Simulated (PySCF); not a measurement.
As2BH5O. Atoms are numbered in the order given.

```xyz
9

B      0.6537    -0.2752     0.0708
As    -0.9324    -1.0490     1.1431
H     -0.5298    -2.5176     0.9630
H     -1.8751    -1.0592    -0.0563
As     0.3575     1.3046    -1.2113
H      1.5069     2.1460    -0.6605
H     -0.6977     1.9821    -0.3395
O      1.9114    -0.7573     0.1609
H      2.0084    -1.5520     0.7033
```
Charge 0, spin multiplicity 1.

Geometry optimised at B3LYP-D3(BJ)/def2-SVP. This is a generated structure with no PubChem entry under its InChIKey; it may be hypothetical. One conformer was computed; it need not be the lowest.

Computed with PySCF with PBE/pcSseg-1.

GIAO shieldings, no solvent; atoms listed in one row are averaged. δ = σ(ref) − σ: ¹¹B against BF3 (σ = 83.9 ppm); ⁷⁵As against AsH3 (σ = 1870.9 ppm); ¹H against TMS (σ = 31.49 ppm); ¹⁷O against H2O (σ = 334.3 ppm), references at their B3LYP-D3(BJ)/def2-TZVP geometries, non-relativistic.

Computed chemical shifts:
```tsv
nucleus	atoms	count	δ (ppm)
¹¹B	B1	1	64.7
⁷⁵As	As2	1	123.7
⁷⁵As	As5	1	111.9
¹H	H9	1	7.26
¹H	H4	1	3.20
¹H	H6	1	3.17
¹H	H7	1	2.90
¹H	H3	1	2.65
¹⁷O	O8	1	257.1
```
